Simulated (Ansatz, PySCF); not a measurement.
FK, charge +1, doublet, at the geometry of the source list (a state made from the parent by changing its charge; the spin is typed, not shown lowest). Base run: B97M-V/def2-SVPD run with PySCF.

Input for PySCF:
```python
from pyscf import gto, scf, dft

mol = gto.M(
    atom='''
K    -0.539800   -0.445200   -0.729200
F     0.539800    0.445200    0.729200
''',
    basis='def2-svpd',
    charge=1,
    spin=1,
    verbose=4,
)

mf = dft.UKS(mol)
mf.xc = 'b97m_v'
mf.kernel()
```

The same geometry, method and basis name were run in Ansatz (an electronic-structure program) and PySCF, at each program's defaults and at the settings that a row names. The base is PySCF at its defaults. Differences at the defaults can come from grids, fitting, cores and function types together.

```tsv
code and settings	ΔE vs base (mEh)	basis functions	E (Eh)	SCF cycles
PySCF, defaults (exact integrals, its default grid, spherical functions)	0.000	50	-699.10412	11
Ansatz, defaults (factorised integrals, its default grid, spherical functions)	0.016	50	-699.10410	-
PySCF, density fitting with def2-universal-jkfit	-0.037	50	-699.10415	11
PySCF, fine grid	0.041	50	-699.10407	8
Ansatz, high accuracy	0.016	50	-699.10410	-
```

Open shells are given as the SCF converged; they aren't shown to be the lowest states, and a large step between rows can be another state.
